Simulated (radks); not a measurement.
Values are calculated unless marked as measured or tabulated.
All-electron atom: Se+ in [Ar] 3d10 4s2 4p3.

Level of theory: Dirac Kohn-Sham, exchange-only LDA, spin-unpolarised, spherical densities, finite nucleus; open shells fill j = l - 1/2 first; Fermi nuclear charge, rms radius 4.14 fm (a radial shooting solver on a logarithmic mesh with Libxc functionals).

Energy parts (hartree):
| part | energy |
|---|---|
| total | -2423.51478 |
| kinetic | 2482.95380 |
| electron-nucleus | -5848.13193 |
| Hartree | 1022.97435 |
| exchange | -81.31100 |

Orbitals (lengths in bohr, moments of r in powers of bohr; <r^-3> diverges for s and p1/2):
orbital  occ.  eigenvalue (hartree)     <r^2>      <r>  <r^-3>  small-component weight
1s1/2       2             -458.8932  0.002623  0.04414       -                1.51e-02
2s1/2       2             -59.25126   0.04536   0.1960       -                2.97e-03
2p1/2       2             -53.23798   0.03493   0.1687       -                2.97e-03
2p3/2       4             -51.70669   0.03639   0.1725    1175                2.90e-03
3s1/2       2              -8.12675    0.3813   0.5752       -                7.04e-04
3p1/2       2              -6.07063    0.3998   0.5833       -                6.55e-04
3p3/2       4              -5.85451    0.4144   0.5940   167.3                6.36e-04
3d3/2       4              -2.29660    0.4949   0.6287   20.41                5.13e-04
3d5/2       6              -2.26369    0.5019   0.6331   19.77                5.08e-04
4s1/2       2              -0.94164     3.500    1.749       -                1.03e-04
4p1/2       2              -0.53471     5.198    2.114       -                7.09e-05
4p3/2       1              -0.51838     5.395    2.154   12.69                6.85e-05
4d3/2       0              -0.10301     28.56    4.840  0.2863                1.42e-05
4d5/2       0              -0.10258     28.82    4.863  0.2784                1.41e-05
5s1/2       0              -0.17306     29.07    5.061       -                1.58e-05

The highest occupied level is 4p3/2 at -14.106 eV. The electron density at the nucleus is 3.956e+04 e/bohr^3. Summed over all electrons, <r^2> = 31.31 bohr^2, which gives a Langevin (diamagnetic) susceptibility term of -24.8 x 10^-6 cm^3/mol. The density falls to 0.001 e/bohr^3 at r = 3.93 bohr. For comparison, the ionisation energy in NIST's Atomic Spectra Database is 21.20 eV (measured). In exact Kohn-Sham theory the highest level is minus the ionisation energy, but local and semilocal functionals leave it too shallow, through self-interaction and a potential that decays too fast; potentials with the right tail come closer.

Beside tabulated values, note that spin-unpolarised runs miss the spin-polarisation part of the exchange energy of open shells.
